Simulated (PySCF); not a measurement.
# Energy of Ni⁺ (nickel, charge +1) between two integer charges

The 3d beta orbital of [Ar] 3d9 is emptied in steps (occupation f), with all orbitals relaxed, ending at [Ar] 3d8. Calculation: PySCF 2.14, in x2c-TZVPall; the spin-free X2C one-electron Hamiltonian (Gaussian nucleus). The exact energy is a straight line in f; departures are measured from the line between the end points of the same method.

```tsv
f	HSE06 (eV)
1	0.000
0.75	-0.886
0.5	-1.203
0.25	-0.916
0	0.000
```

```tsv
method	E(f=0) − E(f=1) (eV)	−ε at f=1 (eV)	−ε at f=0.5 (eV)
HSE06	18.204	13.590	18.123
```

Orbital energy along the path (eV):

```
   f    HSE06
   1  -13.590
0.75  -15.771
 0.5  -18.123
0.25  -20.592
   0  -23.154
```

Reference removal energy between the ground levels: 18.169 eV (measured; NIST Atomic Spectra Database, ionization energies). The calculation has no spin-orbit coupling. The determinant left behind need not be the lowest term of the ion.
